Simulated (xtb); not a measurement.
NbSFCl₂, SMILES [F][Nb](=[S])([Cl])[Cl], multiplicity 1. All values are semi-empirical tight-binding results from xtb (GFN2-xTB unless named), good for trends rather than for accurate numbers. Coordinates come from a GFN2-xTB optimisation. The spin state was assumed, not searched. The structure was generated by enumeration; whether it is a known compound was not checked.

Optimised geometry:

Bonds (Å): Nb1–S2 2.211, Nb1–F3 1.824, Nb1–Cl4 2.192, Nb1–Cl5 2.192. Angles (°): S2–Nb1–F3 104.0, S2–Nb1–Cl4 104.9, S2–Nb1–Cl5 104.9, F3–Nb1–Cl4 117.1, F3–Nb1–Cl5 117.1, Cl4–Nb1–Cl5 107.4.
Charge 0, spin multiplicity 1.

For metal compounds this method's bond lengths and energies can be far off.

Question: Estimate the properties. (The exact figures need the calculation; the answer reports its results.)

Answer: 
| Item | Value |
|---|---|
| point group as xtb finds it | Cs |
| orbital gap | 2.31 eV |
| zero-point energy | 3.2 kcal/mol |
| G − E(el) at 298.15 K (modified RRHO) | -18.4 kcal/mol |

Computed atomic charges and the Wiberg bond orders between heavy atoms:
charges (e) Nb1 0.32, S2 -0.03, F3 -0.23, Cl4 -0.03, Cl5 -0.03. Bond orders Nb1–S2 2.50, Nb1–F3 1.15, Nb1–Cl4 1.42, Nb1–Cl5 1.42.
